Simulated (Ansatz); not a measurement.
A run for Ansatz (a quantum-chemistry and plane-wave program): R-r2SCAN/def2-TZVPP on BH5N2 (SMILES NBN), a point of a torsion scan.

Ansatz 0.2 input:
```yaml
crystal:
  periodic: [false, false, false]
  atoms:
    - {symbol: N, position_ang: [1.15729373, -0.39075172, 0.21420997]}
    - {symbol: B, position_ang: [0.01719005, 0.46866934, 0.17445330]}
    - {symbol: N, position_ang: [-1.26292771, -0.08822356, 0.18093054]}
    - {symbol: H, position_ang: [1.30366228, -1.07847722, -0.50611671]}
    - {symbol: H, position_ang: [2.03963766, 0.07150933, 0.37992670]}
    - {symbol: H, position_ang: [0.12729995, 1.62318328, 0.37185769]}
    - {symbol: H, position_ang: [-1.43016917, -1.07393085, 0.07408477]}
    - {symbol: H, position_ang: [-2.10646179, 0.45495266, 0.20199439]}
basis:
  gaussian:
    orbitals: def2-TZVPP
hamiltonian:
  xc: {name: r2SCAN}
scf: {lower_state_search: off}
```

The log:

```
WARN ansatz: RAYON_NUM_THREADS=1 ignored (pool sized by the plan → 1); use --threads N
Functional definition: r2SCAN
these checks for a lower state are left out or cut short: stability, starts, cluster_reference, orbital_swaps, neighbouring_geometries, increment
integrals: 0.05 GiB planned
774 factors; their error is unknown
mean field: 0.52 GiB planned
mean field evaluation 1: about -3726.2887 eV, gradient 8.3e1 eV
mean field evaluation 2: about -3706.8633 eV, gradient 1.2e2 eV
mean field evaluation 4: about -3739.1830 eV, gradient 3.6e0 eV
mean field evaluation 8: about -3739.2202 eV, gradient 1.8e-1 eV
mean field evaluation 16: about -3739.2117 eV, gradient 3.6e-5 eV
mean field -3739.21173105 eV, -137.4134965872 hartree, gradient 8.3e-6 eV, S^2 0.000000; 0 other end points of the search recorded, 0 dependent functions left out
reference -3739.21174185 eV, -137.4134969842 hartree; 12, 12 occupied and 151, 151 virtual orbitals, 774 factors
Total energy: -3739.21174185 eV, -137.4134969842 hartree
Checks for a lower state left out: stability, starts, cluster_reference, orbital_swaps, neighbouring_geometries, increment
```

The calculation finished and met its thresholds.

Cost: very roughly 2.0 core-seconds.
